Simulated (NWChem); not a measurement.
**Basis-set convergence for BrClSi**

```xyz
3

Si    -1.0998    -0.5154     0.0000
Cl     0.2180    -2.1640     0.0000
Br     0.3341     1.2572     0.0000
```
Charge 0, spin multiplicity 1.

Everything below was run with NWChem. Structure: optimised with PBE/def2-SVP, a minimum by its harmonic frequencies.

Quantity: vertical ionisation energy at the level ΔB3LYP (Δ: difference of total energies, the cation a doublet at the parent's geometry with its hole in an orbital of symmetry a' (Cs labels); it is the state that the SCF runs reached, from PBE0 orbitals for Hartree-Fock references, and need not be the lowest).

The Hamiltonian is non-relativistic. B3LYP has NWChem's definition, with VWN1-RPA local correlation. The Pople sets run with spherical d functions. The structure started from a generated list of species. The stability of the SCF solutions was not checked.

Costs are rough ratios of processor time within this set of runs, SCF included, with 3-21G as 1.

```json
[
 {"basis": "3-21G", "functions": "48", "vertical ionisation energy (eV)": "(withheld)", "relative cost": "1"},
 {"basis": "6-31G*", "functions": "68", "vertical ionisation energy (eV)": "9.93", "relative cost": "under 3"},
 {"basis": "def2-SVP", "functions": "68", "vertical ionisation energy (eV)": "(withheld)", "relative cost": "under 3"},
 {"basis": "aug-pcseg-1", "functions": "90", "vertical ionisation energy (eV)": "9.93", "relative cost": "4"},
 {"basis": "def2-SVPD", "functions": "92", "vertical ionisation energy (eV)": "9.92", "relative cost": "4"},
 {"basis": "cc-pVTZ", "functions": "111", "vertical ionisation energy (eV)": "9.84", "relative cost": "40"},
 {"basis": "def2-TZVP", "functions": "122", "vertical ionisation energy (eV)": "9.82", "relative cost": "9"},
 {"basis": "def2-TZVPP", "functions": "132", "vertical ionisation energy (eV)": "9.82", "relative cost": "8"},
 {"basis": "def2-TZVPD", "functions": "146", "vertical ionisation energy (eV)": "9.84", "relative cost": "10"},
 {"basis": "def2-QZVP", "functions": "215", "vertical ionisation energy (eV)": "9.83", "relative cost": "200"}
]
```

Q: Some entries are withheld; supply them.

A: 
- 3-21G, vertical ionisation energy (eV): 9.98
- def2-SVP, vertical ionisation energy (eV): 9.79
